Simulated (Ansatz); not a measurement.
Input file for `C[N]=[W]([CH3])(=[O])[Cl]`:

```yaml
crystal:
  periodic: [false, false, false]
  atoms:
    - {symbol: C, position_ang: [-2.053213, 0.646048, -0.666620]}
    - {symbol: N, position_ang: [-0.878351, 0.410947, 0.090919]}
    - {symbol: W, position_ang: [0.813238, 0.576486, 0.466582]}
    - {symbol: C, position_ang: [1.541589, -1.392494, 0.245605]}
    - {symbol: O, position_ang: [1.561908, 1.476592, -0.768085]}
    - {symbol: Cl, position_ang: [1.127105, 1.409851, 2.574580]}
    - {symbol: H, position_ang: [-2.503312, -0.308662, -0.957529]}
    - {symbol: H, position_ang: [-1.840779, 1.221539, -1.574401]}
    - {symbol: H, position_ang: [-2.788678, 1.191640, -0.066936]}
    - {symbol: H, position_ang: [1.340277, -1.803385, -0.745116]}
    - {symbol: H, position_ang: [2.623795, -1.394975, 0.412455]}
    - {symbol: H, position_ang: [1.056410, -2.033606, 0.988544]}
basis:
  gaussian: {orbitals: def2-SVP}
correlation: {method: ccsd_t}
```

```sh
$ ansatz run in.yaml --threads 4 --pin off --events-out ev --progress --plain --max-ram 11315MiB
```

Output of Ansatz, abridged:

```
Functional definition: HF
  name "HF"
  cite "Fock, Z. Phys. 61, 126 (1930) doi:10.1007/BF01340294"
  parent pbe
  exchange = exact_x
  correlation = 0
1347 factors; integrals over basis functions are off by at most 1.2e-3 eV
mean field evaluation 1: about -19968.6762 eV, gradient 6.7e1 eV
mean field evaluation 2: about -19968.8990 eV, gradient 6.7e1 eV
mean field evaluation 4: about -19978.2817 eV, gradient 7.0e0 eV
mean field evaluation 8: about -19978.4627 eV, gradient 5.5e-1 eV
mean field evaluation 16: about -19978.4649 eV, gradient 2.0e-6 eV
mean field -19978.46486484 eV, -734.1950418930 hartree, gradient 2.0e-6 eV, S^2 0.000000; 0 other end points of the search recorded, 0 dependent functions left out
9 core orbitals not correlated: weight in the atoms' cores, before any rotation towards them, 1.000 or more for the frozen orbitals, at most 0.000 for the correlated occupied ones
reference -19978.46486484 eV, -734.1950418930 hartree; 23, 23 occupied and 104, 104 virtual orbitals, 1347 factors
second order -32.12012579 eV of doubles, -0.00000000 eV of singles
cycle   1  -29.62485399 eV  change     2.5e0 eV  update   2.8e-1
cycle   2  -31.18035492 eV  change    -1.6e0 eV  update   1.7e-1
cycle   3  -31.55961121 eV  change   -3.8e-1 eV  update   3.9e-2
cycle   4  -31.58010167 eV  change   -2.0e-2 eV  update   1.6e-2
cycle   5  -31.57102214 eV  change    9.1e-3 eV  update   6.0e-3
cycle   6  -31.57430556 eV  change   -3.3e-3 eV  update   3.2e-3
cycle   7  -31.57393265 eV  change    3.7e-4 eV  update   1.4e-3
cycle   8  -31.57281208 eV  change    1.1e-3 eV  update   8.8e-4
cycle   9  -31.57332311 eV  change   -5.1e-4 eV  update   2.9e-4
cycle  10  -31.57357174 eV  change   -2.5e-4 eV  update   1.8e-4
cycle  11  -31.57330339 eV  change    2.7e-4 eV  update   7.0e-5
cycle  12  -31.57321066 eV  change    9.3e-5 eV  update   4.2e-5
cycle  13  -31.57330976 eV  change   -9.9e-5 eV  update   1.4e-5
cycle  14  -31.57328950 eV  change    2.0e-5 eV  update   7.0e-6
perturbative correction -1.47434559 eV, -0.0541812011 hartree
Total energy: -20011.51249993 eV, -735.4095200822 hartree
```

Hardware: 4 threads of an Arm Neoverse V2 on a shared host. Wall time 39 s, peak host memory 1.1 GiB.

MP2 recovers 97.2 % of the CCSD(T) correlation energy and the triples give 4.5 %; T1 = 0.0200.
